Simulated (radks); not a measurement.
Charge is removed step by step from the 2s down level of neutral hafnium, starting from [He] 2s(up 1, down 1) 2p6 3s2 3p6 3d10 4s2 4p6 4d10 4f14 5s2 5p6 5d2 6s2. All-electron calculation, scalar-relativistic Kohn-Sham, BLYP, spin-polarised, spherical densities, finite nucleus; open shells are filled with parallel spins first (spin-orbit coupling, left out, can overturn this in heavy ions); Fermi nuclear charge, rms radius 5.347 fm. Program: a radial shooting solver on a logarithmic mesh with Libxc functionals.

| removed (e) | E - E(0) (eV) | eigenvalue (eV) | E minus straight line (eV) |
|---|---|---|---|
| 0 | 0.000 | -11163.2 | 0.000 |
| 0.1 | 1115.7 | -11180.8 | -8.019 |
| 0.2 | 2233.3 | -11198.5 | -14.263 |
| 0.3 | 3352.6 | -11216.2 | -18.728 |
| 0.4 | 4473.6 | -11233.9 | -21.413 |
| 0.5 | 5596.5 | -11251.7 | -22.314 |
| 0.6 | 6721.2 | -11269.5 | -21.429 |
| 0.7 | 7847.6 | -11287.3 | -18.757 |
| 0.8 | 8975.8 | -11305.1 | -14.295 |
| 0.9 | 10105.8 | -11322.9 | -8.043 |
| 1 | 11237.7 | -11340.7 | 0.000 |

Removing the whole electron costs 11237.7 eV by Delta-SCF, against 11163.2 eV from minus the eigenvalue at the starting occupation. Slater's transition state (half an electron removed) gives 11251.7 eV. Integrating minus the eigenvalue over the occupation (Janak's theorem) gives 11251.8 eV. In this scalar-relativistic scheme the density is built from large components alone, so the theorem holds only approximately. The mean slope of the eigenvalue, de/dn, is 178 eV per electron.
